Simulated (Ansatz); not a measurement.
Species: [Zn(CH3)2] (charge 0, multiplicity 1).

Question: Give a relaxed geometry from PBE-D3(BJ)/def2-SVP run with Ansatz (a quantum-chemistry and plane-wave program).

Answer: One answer among several that fit: the end point of this relaxation, one of several conformers.
Cartesian coordinates (Å) in one orientation:
```xyz
9

Zn     0.000     0.000     0.000
C      0.656    -1.577    -0.934
H      1.014    -2.351    -0.223
H      1.503    -1.327    -1.607
H     -0.138    -2.040    -1.557
C     -0.656     1.577     0.934
H      0.175     2.151     1.396
H     -1.363     1.304     1.746
H     -1.191     2.264     0.245
```
